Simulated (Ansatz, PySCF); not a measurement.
C2Cl3, SMILES ClC(=[C]Cl)Cl (connectivity only; charge and spin as stated), charge +1, multiplicity 1. Atoms are numbered in the order given.

```xyz
5

Cl     0.6250     2.3397     0.0000
C      0.2453     0.8150     0.0000
C     -0.0720    -0.4583     0.0000
Cl    -1.7228    -0.8810     0.0000
Cl     1.1868    -1.6068     0.0000
```
Charge +1, spin multiplicity 1.

Geometry: B3LYP-D3(BJ)/def2-SVP. The spin state was assumed, not searched. The isomer is the one that the SMILES or the coordinates give; other isomers of the formula were not compared.

Two levels are set side by side: PBE-D3(BJ)/def2-SVP (Ansatz, a program for electronic structure) and B3LYP-D3(BJ)/def2-SVP (Ansatz). Each level has its own optimised geometry; the coordinates shown are those of the second. Frequencies come from the Hessian of PySCF at each geometry. Differences are taken from unrounded values.

```json
[
 {"quantity": "mean bond length (Å)", "B3LYP-D3(BJ)": "1.573"},
 {"quantity": "bond Cl1–C2 (Å)", "B3LYP-D3(BJ)": "1.571"},
 {"quantity": "bond C2–C3 (Å)", "B3LYP-D3(BJ)": "1.312"},
 {"quantity": "bond C3–Cl4 (Å)", "B3LYP-D3(BJ)": "1.704"},
 {"quantity": "bond C3–Cl5 (Å)", "B3LYP-D3(BJ)": "1.704"},
 {"quantity": "highest harmonic wavenumber (cm⁻¹)", "B3LYP-D3(BJ)": "1834"},
 {"quantity": "mean harmonic wavenumber (cm⁻¹)", "B3LYP-D3(BJ)": "617"},
 {"quantity": "zero-point energy (kcal/mol)", "B3LYP-D3(BJ)": "7.94"}
]
```

Problem. What does PBE-D3(BJ) give, and how far is it from B3LYP-D3(BJ)? (Estimate from the structure and the level; the computed values follow.)

Solution. 
| quantity | PBE-D3(BJ) | PBE-D3(BJ) minus B3LYP-D3(BJ) |
|---|---|---|
| mean bond length (Å) | 1.576 | 0.003 |
| bond Cl1–C2 (Å) | 1.575 | 0.004 |
| bond C2–C3 (Å) | 1.322 | 0.010 |
| bond C3–Cl4 (Å) | 1.704 | 0.000 |
| bond C3–Cl5 (Å) | 1.704 | 0.000 |
| highest harmonic wavenumber (cm⁻¹) | 1802 | -32 |
| mean harmonic wavenumber (cm⁻¹) | 600 | -17 |
| zero-point energy (kcal/mol) | 7.72 | -0.22 |
